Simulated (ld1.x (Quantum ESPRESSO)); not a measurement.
How hard is this phosphorus (P) PAW potential?

| Item | Value |
| --- | --- |
| Element | P |
| Generator | ld1.x (Quantum ESPRESSO) 7.5 |
| Type | PAW |
| Functional | LDA (PZ) |
| Relativity | scalar-relativistic |
| Frozen core | [Ne] |
| Valence charge | 5 |
| Reference configuration | 3s2 3p2.5 (charge +0.5) |
| Partial waves | 3s (bound): rcut 1.40, rcutus 1.65 bohr; 3s channel at 0.05 Ry: rcut 1.40, rcutus 1.65 bohr; 3p (bound): rcut 1.55, rcutus 2.05 bohr; 3p channel at -0.2 Ry: rcut 1.55, rcutus 2.05 bohr |
| Local potential | all-electron potential smoothed inside 1.50 bohr (lloc = -1) |
| Core correction | a·sin(br)/r model core, default radius (ld1.x builds one for every PAW set, though the input has nlcc=.false.) |
| Augmentation charge | PSQ, inside the norm-conserving radii |

The pseudo-atom Hamiltonian at the reference potential is diagonalised in spherical Bessel functions j_l(qr) that vanish at 20 bohr, with q² up to the cutoff. All-electron valence levels (Ry): 3s -1.3576, 3p -0.7170.

Problem. How do the lowest levels (Ry) of each channel move with the cutoff, and are there ghosts?

Solution.

```csv
cutoff (Ry),s #1,s #2,p #1,p #2,d #1,f #1,Σ f·Δε (mRy)
8,-1.3518,-0.1769,-0.6974,-0.0813,-0.0526,0.0379,60.7
10,-1.3546,-0.1775,-0.7086,-0.0824,-0.0538,0.0379,26.9
12,-1.3564,-0.1779,-0.7138,-0.0829,-0.0546,0.0379,10.3
15,-1.3572,-0.1782,-0.7164,-0.0831,-0.0551,0.0379,2.3
18,-1.3573,-0.1782,-0.7168,-0.0831,-0.0556,0.0379,0.9
21,-1.3574,-0.1782,-0.7169,-0.0831,-0.0558,0.0379,0.6
25,-1.3574,-0.1782,-0.7170,-0.0831,-0.0558,0.0379,0.5
400,-1.3576,-0.1783,-0.7170,-0.0831,-0.0559,0.0379,0.0
```

Result: no extra level below or beside the all-electron valence levels (s, p, d, f tested); 10 mRy is reached at 15 Ry and 1 mRy at 18 Ry.
